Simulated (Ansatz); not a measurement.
Reaction (redistribution): `[CH3][AlH][TeH]` + `[SiH3]C1O[SiH2]1` → `[TeH]C1O[SiH2]1` + `[CH3][AlH][SiH3]`

Calculated with Ansatz (gas phase, PBE0-D4/def2-TZVP geometries, no zero-point term in ΔE). CCSD(T)/CBS adds triple-zeta CCSD(T) − MP2 to the extrapolated MP2 energy (def2 sets, frozen cores). DFT in def2-TZVPP. B3LYP here is the variant with VWN-RPA as its local correlation; programs differ in this. Elements past krypton have def2 core potentials. For Te outer-core shells are correlated without core-valence functions, which leaves a few kJ/mol of doubt a bond.

```tsv
level	ΔE (kcal/mol)	difference from CCSD(T)/CBS
PBE-D4	33.0	-3.5
PBE0-D4	35.4	-1.1
ωB97X-V	36.3	-0.2
PBE	33.0	-3.5
r2SCAN	36.5	0.0
PBE0	35.4	-1.1
B3LYP	35.7	-0.8
SCS-MP2/def2-TZVPP	37.7	1.2
CCSD/def2-TZVPP	36.8	0.3
CCSD(T)/def2-TZVPP	36.2	-0.3
HF/def2-QZVPP	40.6	4.1
MP2/def2-QZVPP	38.6	2.1
SCS-MP2/def2-QZVPP	37.9	1.4
HF/CBS(def2)	40.5	4.0
MP2/CBS(def2)	38.9	2.4
CCSD/CBS(def2)	37.2	0.7
CCSD(T)/CBS	36.5	0
```

Largest T1 diagnostic among the species: 0.014.

From PBE to PBE0 (25 % exact exchange), in def2-TZVPP and without D4, ΔE moves by +2.4 kcal/mol. In def2-TZVPP, CCSD(T) changes the Hartree–Fock value by −4.7 kcal/mol (the triples alone add −0.6 kcal/mol) and MP2 by −2.4 kcal/mol.
